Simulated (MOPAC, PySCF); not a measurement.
C8H8Sn, SMILES `c12ccccc1=[CH][SnH2][CH]=2`, neutral singlet in the gas phase. 

Cartesian coordinates (Å):
```xyz
17

C     -1.2563     1.2469     0.7836
C     -0.0823     0.6344     0.4172
C      1.2291     1.1438     0.7985
C      2.3802     0.5118     0.4185
C      2.3388    -0.6968    -0.3833
C      1.1475    -1.2368    -0.7810
C     -0.1254    -0.6261    -0.4190
C     -1.3382    -1.1450    -0.8033
Sn    -2.8936     0.1134    -0.0215
H     -1.2537     2.1638     1.3911
H      1.2662     2.0606     1.4071
H      3.3582     0.9176     0.7201
H      3.2864    -1.1781    -0.6703
H      1.1219    -2.1541    -1.3894
H     -1.3984    -2.0597    -1.4111
H     -3.9289    -0.6260     1.1464
H     -3.8515     0.9304    -1.2036
```
Charge 0, spin multiplicity 1.

All levels are single points at this geometry (PBE-D3(BJ)/def2-SVP); Pople sets use spherical d functions. Orbital energies aren't observables, and empty levels follow the basis.

AM1 in MOPAC gives gap (eV) = 7.39.

Task: Estimate the gap (eV) from each of these levels: PBE-D3(BJ)/def2-TZVP in PySCF; B3LYP/6-311+G** (LANL2DZ on Sn) in PySCF; B3LYP/LANL2DZ in PySCF; BP86/6-31G* (LANL2DZ on Sn) in PySCF; SVWN5/6-31G* (LANL2DZ on Sn) in PySCF; HF/6-31G* (LANL2DZ on Sn) in PySCF; PM6 in MOPAC; PM7 in MOPAC.

Result: 
```json
[
 {"level": "PBE-D3(BJ)/def2-TZVP in PySCF", "gap (eV)": "1.67"},
 {"level": "B3LYP/6-311+G** (LANL2DZ on Sn) in PySCF", "gap (eV)": "2.87"},
 {"level": "B3LYP/LANL2DZ in PySCF", "gap (eV)": "2.92"},
 {"level": "BP86/6-31G* (LANL2DZ on Sn) in PySCF", "gap (eV)": "1.62"},
 {"level": "SVWN5/6-31G* (LANL2DZ on Sn) in PySCF", "gap (eV)": "1.61"},
 {"level": "HF/6-31G* (LANL2DZ on Sn) in PySCF", "gap (eV)": "8.16"},
 {"level": "PM6 in MOPAC", "gap (eV)": "7.52"},
 {"level": "PM7 in MOPAC", "gap (eV)": "7.39"}
]
```
